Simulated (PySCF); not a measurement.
YF₂, SMILES [F][Y+][F], charge +1.

Coordinates come from a PBE-D3(BJ)/def2-TZVP optimisation. The multiplicity is an assumed one; other spin states were not compared. The isomer is the one that the SMILES or the coordinates give; other isomers of the formula were not compared. The def2 effective core potentials stand for the cores of Y; spin–orbit coupling is left out.

Level of theory: PBE0/def2-TZVPD (PySCF).

Symmetry labels are those of the subgroup C2v that the program uses (full group C2v).

List the valence orbital energies around the gap with their symmetry. (The exact figures need the calculation; the answer reports its results.)


```tsv
orbital	symmetry	energy (eV)
HOMO−7	A1	-35.23
HOMO−6	B2	-34.47
HOMO−5	A1	-17.34
HOMO−4	B2	-17.23
HOMO−3	A2	-16.92
HOMO−2	B1	-16.71
HOMO−1	A1	-16.69
HOMO	B2	-16.33
LUMO	A1	-8.11
LUMO+1	B1	-7.31
LUMO+2	A1	-7.15
LUMO+3	A2	-6.42
```
